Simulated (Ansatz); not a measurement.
```xyz
16

C     1.943    0.976    0.938
C     0.858    0.949   -0.136
Si   -0.566   -0.200    0.272
N     0.048   -1.798    0.513
Si   -2.133   -0.311   -1.467
H     2.739    1.683    0.690
H     2.412   -0.005    1.056
H     1.537    1.268    1.911
H     0.444    1.954   -0.280
H     1.283    0.648   -1.099
H    -1.257    0.375    1.475
H    -0.591   -2.577    0.495
H     0.760   -1.952    1.211
H    -1.476   -0.608   -2.771
H    -3.139   -1.381   -1.209
H    -2.863    0.980   -1.599
```

The species carries charge 0 and has multiplicity 1.

Question: List the PBE0/def2-TZVPP orbital energies in eV (Ansatz). (Estimate.)

Answer: The calculation gave: Occupied: -1802.34, -1802.12, -390.76, -278.05, -277.86, -144.63, -144.51, -99.31, -99.29, -99.27, -99.16, -99.16, -99.14, -23.70, -21.25, -17.46, -15.25, -13.93, -13.59, -12.58, -11.72, -10.92, -10.57, -9.76, -9.63, -9.54, -8.80, -7.79, -7.24. Lowest empty: 0.15, 0.48, 1.13, 1.33, 1.53, 1.84, 2.33, 2.44.
